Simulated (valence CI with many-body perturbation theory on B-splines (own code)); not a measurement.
## Re³⁺: what the settings do

Method: relativistic CI+MBPT: four valence electrons over a frozen Dirac-Fock core [Xe] 4f14, radial functions for each j: 6 s, 6 p, 5 d, 5 f, 1 g, with the one-electron correlation potential Σ1, the two-electron term Σ2, the three-electron term Σ3, Breit, model QED; selected CI, second order for the rest, scaled by the run's own slope (own B-spline code, finite nucleus).

Against 20 measured levels this calculation errs by 401 cm⁻¹ on average and by 794 at most. Only levels of the ground parity were solved; by the run's estimate the other parity begins above the list, which can be wrong where configurations are misplaced.

The reference run has the lowest level 5d4 5D_0 and an ionisation energy of 39.8755 eV. Its largest variational space holds 10000 state functions.

Names give the largest LS component (configuration and term), which can be under half, so a name can repeat, a term be missing and a line seem to break the LS rules; names also repeat where a configuration has a term twice. Letters in brackets count levels of one name in rising energy.

Changed runs:
A. scale of Σ2 1 → 0
B. core polarisation of operators on → off; scale of Σ1 1 → 0
C. scale of Σ1 1 → 0; scale of Σ2 1 → 0; three-electron term on → off
D. start configuration 5d4 → 6d4 (bad on purpose)

Excitation energies of the reference run in cm⁻¹, and shifts in cm⁻¹:

```tsv
Level	Reference	A	B	C
5d4 5D_1	2820	+60	-484	-429
5d4 5D_2	5611	+19	-834	-808
5d4 5D_3	8003	-89	-1046	-1123
5d4 5D_4	9910	-230	-1109	-1329
5d4 3P_0	14895	-1346	-1046	-2526
5d4 3H_4	17129	+45	-903	-833
5d4 3P_1	19820	-1646	-1486	-3414
5d4 3G_3	20230	-479	-1123	-1689
5d4 3F_2	20431	-1073	-1186	-2448
5d4 3H_5	21046	+127	-1308	-1207
5d4 3H_6	23009	+118	-1433	-1344
5d4 3G_4 [a]	24548		-1720	
Ionisation energy (eV)	39.8755	-0.6992	-1.2989	-1.9344
```

A blank means that the level has no clear partner in that run.

Run D: It gave no result: the start configuration must fill the lowest shells above the core. The program said: "6d is not the lowest shell of its kind above the core".
